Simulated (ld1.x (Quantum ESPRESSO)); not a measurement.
## What one change does to a pseudopotential (Xe, TM)

ld1.x (Quantum ESPRESSO) 7.5 input, shortened:

```
&input
   title='Xe', zed=54., rel=2, dft='PZ', iswitch=3,
   config='[Kr] 4d10 5s2 5p6', rel_dist='average'
 /
 &inputp
   pseudotype=2, tm=.true., lloc=0,
   nlcc=.false.
 /
2
5P  2  1   6.00   0.00  1.70  1.70  0.0
5S  1  0   2.00   0.00  1.40  1.40  0.0
 &test
   configts(1)='5s2 5p6'
 /
```

Open shells are filled in proportion to 2j + 1 (rel_dist='average').

Change: wave 5s (bound): rc 1.40 bohr becomes 5s (bound): rc 1.68 bohr.

Cutoffs: the cutoffs (Ry, on a coarse ladder) from which the occupation-weighted sum of valence levels, in a spherical-Bessel basis at the reference potential, stays within 10 and 1 mRy of its value at 400 Ry; they do not see the model core or the augmentation charge, which bear on the density cutoff. Errors are all-electron minus pseudo energies relative to the spin-unpolarised reference configuration.

Task: What does the change do?

Result: The potential gets softer (70 Ry and 140 Ry → 40 Ry and 70 Ry); of the 6 tests that both files solve, the error grows in 1 and shrinks in 0 by more than 15 % and 0.3 meV (median size 16.8 → 18.8 meV); the range in which the s phases agree widens (upper end 2.4 → 4.9); neither file shows a bound ghost. A larger radius leaves more room for a smooth pseudo-wave, so fewer plane waves are needed.

```tsv
quantity	base	changed
cutoff, loose	70 Ry	40 Ry
cutoff, tight	140 Ry	70 Ry
loose cutoff by channel (10 mRy a level)	p 15 Ry, s 40 Ry	p 15 Ry, s 30 Ry
bound ghosts	none	none
error for 5s2 5p5, meV [ΔE 12.74 eV]	+4.1	+4.4
error for 5s2 5p4, meV [ΔE 34.72 eV]	+24	+24
error for 5s2 5p3, meV [ΔE 66.72 eV]	+76	+72
error for 5s1 5p6, meV [ΔE 24.91 eV]	+9.8	+14
error for 5s2 5p5.5, meV [ΔE 5.27 eV]	+0.9	+0.9
error for 5s2 5p2, meV [ΔE 109.40 eV]	+189	+172
s: phases at 1.85 bohr within 0.05 rad from the reference energy up to (Ry; the scan ends near 5)	2.4	4.9
p1/2: phases at 1.85 bohr within 0.05 rad from the reference energy up to (Ry; the scan ends near 5)	to the end of the scan	to the end of the scan
p3/2: phases at 1.85 bohr within 0.05 rad from the reference energy up to (Ry; the scan ends near 5)	to the end of the scan	to the end of the scan
```
